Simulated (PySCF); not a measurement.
ClGe (SMILES [Cl][Ge]), doublet, geometry from GFN2-xTB. Base run: B3LYP/def2-SVP run with PySCF.

Geometry (Å):
```xyz
2

Ge     0.0000     0.0000    -0.7475
Cl     0.0000     0.0000     1.4071
```
Charge 0, spin multiplicity 2.
Orbitals are unrestricted.
All else is at PySCF's defaults.

Variants of this job, named by their change:

```tsv
change	basis functions	E (Eh)	HOMO (eV)	dipole (D)
base	50	-2536.85667	-4.68	1.31
basis = cc-pVTZ-DK; relativity = none	77	-2523.90598	-4.86	1.45
basis = ANO-RCC-VDZP; relativity = none	45	-2523.69557	-4.90	1.66
basis = x2c-SVPall; relativity = none	50	-2528.17798	-4.75	1.16
basis = cc-pVTZ-DK; relativity = spin-free X2C	77	-2560.52932	-4.81	1.60
basis = cc-pVTZ-DK; relativity = spin-free X2C; nucleus = Gaussian (with nucmod='G')	77	-2560.51574	-4.81	1.60
basis = x2c-SVPall; relativity = spin-free X2C	50	-2559.96903	-4.64	1.42
basis = ANO-RCC-VDZP; relativity = spin-free X2C	45	-2560.51611	-4.76	1.89
basis = ANO-RCC-VDZP; relativity = spin-free X2C; nucleus = Gaussian (with nucmod='G')	45	-2560.50227	-4.76	1.89
basis = x2c-SVPall; relativity = spin-free X2C; nucleus = Gaussian (with nucmod='G')	50	-2559.95827	-4.64	1.42
```

Totals shift with the method and basis; they matter in differences.

Open shells are given as the SCF converged; they aren't shown to be the lowest states, and a large step between rows can be another state.

Basis sets contracted for a relativistic Hamiltonian are a mismatch without it, so the rows without relativity aren't non-relativistic limits. No row has spin-orbit coupling; sets with core potentials leave out the core electrons.
